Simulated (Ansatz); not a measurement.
Reaction (formal loss of a carbene): `[SiH3][CH2][GeH2][Cl]` → `[CH2]` (triplet) + `[SiH3][GeH2][Cl]`

Gas-phase electronic energies from Ansatz, PBE0-D4/def2-TZVP geometries. CCSD(T)/CBS adds triple-zeta CCSD(T) − MP2 to the extrapolated MP2 energy (def2 sets, frozen cores). This one scheme is used for every species. Functionals use def2-TZVPP. B3LYP here is the variant with VWN-RPA as its local correlation; programs differ in this. Triplets are unrestricted, without spin–orbit coupling. For Ge outer-core shells are correlated without core-valence functions, which leaves a few kJ/mol of doubt a bond. Scalar relativity is left out up to krypton. Each species was taken in one conformer, which may not be the lowest.

`[SiH3][CH2][GeH2][Cl]`:

```xyz
11

Si    1.542    0.042   -0.474
C     0.159    0.277    0.771
Ge   -1.596   -0.287    0.153
Cl   -1.969    0.664   -1.754
H     1.421    1.019   -1.583
H     2.858    0.232    0.194
H     1.489   -1.337   -1.030
H     0.380   -0.305    1.672
H     0.099    1.328    1.067
H    -1.653   -1.800   -0.101
H    -2.731    0.168    1.084
```

`[CH2]` (triplet):

Z-matrix (Å, degrees):
```
C
H 1 1.079
H 1 1.079 2 134.9
```

`[SiH3][GeH2][Cl]`:

Z-matrix (Å, degrees):
```
Si
Ge 1 2.380
H 1 1.484 2 108.9
H 1 1.487 2 109.5 3 119.9
H 1 1.484 2 108.9 3 -120.1
Cl 2 2.169 1 106.5 3 60.1
H 2 1.537 1 114.0 3 176.6
H 2 1.537 1 114.0 3 -56.5
```

```tsv
level	ΔE (kJ/mol)	difference from CCSD(T)/CBS
r2SCAN-D4	430.9	-29.6
ωB97M-V	461.7	1.2
r2SCAN	428.6	-31.9
PBE0	440.2	-20.3
B3LYP	430.8	-29.7
HF/def2-TZVPP	308.9	-151.6
MP2/def2-TZVPP	469.6	9.1
SCS-MP2/def2-TZVPP	467.1	6.6
CCSD/def2-TZVPP	437.7	-22.8
SCS-MP2/def2-QZVPP	474.9	14.4
CCSD(T)/CBS	460.5	0
```

Largest T1 diagnostic among the species: 0.011.

In def2-TZVPP, CCSD(T) changes the Hartree–Fock value by +140.6 kJ/mol (the triples alone add +11.9 kJ/mol) and MP2 by +160.7 kJ/mol. From PBE to PBE0 (25 % exact exchange), in def2-TZVPP and without D4, ΔE moves by −3.6 kJ/mol. The D4 term adds +13.9 kJ/mol with B3LYP and +7.5 kJ/mol with PBE0; it sums over pairs of atoms, weighted by their polarisabilities, and B3LYP, whose exchange is more repulsive, gets the larger term.
